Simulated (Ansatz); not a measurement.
[In(OMe)H3]- (CH₆InO⁻). Charge -1, multiplicity 3. Geometry r2SCAN-D4/def2-TZVPD, that of the charge -1 singlet; atoms count from 1.

```xyz
9

In   -1.453   -0.365    0.245
O     0.113    0.455   -0.897
C     1.372    0.395   -0.335
H     1.452    0.925    0.639
H     2.124    0.861   -1.003
H     1.727   -0.642   -0.145
H    -1.003   -2.066    0.492
H    -2.883   -0.123   -0.758
H    -1.449    0.559    1.762
```

In the def2 sets In takes a core potential; there is no spin–orbit coupling. The highest occupied level of the charge -1 triplet lies above zero (up to 1.62 eV). By energy differences it is unbound by 0.67 eV (vertical, against the charge 0 doublet, at PBE0-D4/def2-TZVPD) and held by the finite basis. At PBE0-D4/def2-TZVPD a singlet of charge -1 lies 4.51 eV below the triplet at the same geometry.

Q: Estimate the Mulliken populations from the PBE0/def2-TZVPD orbitals of Ansatz.

A: 
```tsv
atom	charge (e)	spin (α − β)
In1	-1.43	1.84
O2	0.54	-0.09
C3	-0.57	0.18
H4	0.18	0.14
H5	0.60	-0.41
H6	0.19	0.13
H7	-0.14	0.11
H8	-0.23	0.00
H9	-0.14	0.11
```
Mulliken values depend strongly on the basis. With diffuse functions, as here, like atoms can get unlike values, and bond orders can come out too low or too high.

Q: Where does the spin sit?

A: Summed by element: In 1.84, O -0.09, C 0.18, H 0.07, of 2 unpaired in all. Largest on single atoms: In1 1.84, H5 -0.41, C3 0.18.

Q: And the Mayer bond orders between heavy atoms (over 0.3)?

A: In1–C3 0.71 (2.98 Å); O2–C3 0.63 (1.38 Å).
